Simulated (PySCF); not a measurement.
H₂OSe, SMILES O[SeH]. Heavy atoms are numbered as in [SeH:1][OH:3]. Hydrogens are named by the atom that carries them.

Geometry: B3LYP-D3(BJ)/def2-TZVP.

Level of theory: PySCF with PBE0/pcSseg-2.

GIAO shieldings, no solvent; atoms alike by connectivity are averaged. δ = σ(ref) − σ: ⁷⁷Se against Me2Se (σ = 1739.2 ppm); ¹H against TMS (σ = 31.54 ppm); ¹⁷O against H2O (σ = 327.8 ppm), references at their B3LYP-D3(BJ)/def2-TZVP geometries, non-relativistic.

```json
[
 {"atoms": "Se1 (SeH)", "nucleus": "⁷⁷Se", "count": "1", "δ (ppm)": "1052.4"},
 {"atoms": "H on Se1", "nucleus": "¹H", "count": "1", "δ (ppm)": "…"},
 {"atoms": "H on O3", "nucleus": "¹H", "count": "1", "δ (ppm)": "1.44"},
 {"atoms": "O3 (OH)", "nucleus": "¹⁷O", "count": "1", "δ (ppm)": "…"}
]
```

**Question.** What belongs in the gaps? (Estimate from the structure and the level; the computed values follow.)

**Answer.** 
- O3 (OH), δ (ppm): -77.7
- H on Se1, δ (ppm): 8.51
